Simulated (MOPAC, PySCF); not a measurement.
CH2N2Si, SMILES `[C-]#[N+][Si]N` (lower singlet), neutral singlet in the gas phase. This singlet lies 2.42 eV below the relaxed triplet at the level frozen-core CCSD(T)/cc-pVTZ // PBE0-D3(BJ)/def2-TZVP (Ansatz).

Cartesian coordinates (Å):
SMILES: [C-]#[N+][Si]N
```xyz
6

C      2.5257    -0.5117    -0.0322
N      1.4837     0.0299    -0.0301
Si     0.1285     1.1810    -0.0425
N     -1.1001     0.0122     0.0211
H     -0.9647    -0.9876     0.0523
H     -2.0730     0.2763     0.0312
```
Charge 0, spin multiplicity 1.

All levels are single points at this geometry (PBE0-D3(BJ)/def2-TZVP); Pople sets use spherical d functions. Orbital energies aren't observables, and empty levels follow the basis.

```csv
level,HOMO (eV),LUMO (eV),gap (eV),dipole (D),"vertical IE, Delta-SCF (eV)"
PBE-D3(BJ)/def2-TZVP in PySCF,-6.40,-2.94,3.47,4.23,–
PBE0-D3(BJ)/def2-TZVP in PySCF,-7.52,-2.07,5.45,4.07,–
B3LYP/3-21G in PySCF,-6.95,-1.87,5.08,4.20,–
B3LYP/6-311+G** in PySCF,-7.42,-2.35,5.06,4.03,–
B3LYP/6-31G* in PySCF,-7.10,-1.97,5.12,3.99,9.59
B3LYP/LANL2DZ in PySCF,-7.25,-2.32,4.93,4.28,–
BP86/6-31G* in PySCF,-6.24,-2.76,3.49,4.15,–
SVWN5/6-31G* in PySCF,-6.19,-2.83,3.36,4.25,9.40
HF/3-21G in PySCF,-9.76,1.61,11.36,3.50,–
HF/6-31G* in PySCF,-9.82,1.51,11.33,3.46,8.77
HF/STO-3G in PySCF,-7.44,6.07,13.52,3.75,–
PM3 in MOPAC,-8.68,-1.39,7.29,4.47,–
PM6 in MOPAC,-8.23,-0.76,7.48,2.94,–
```
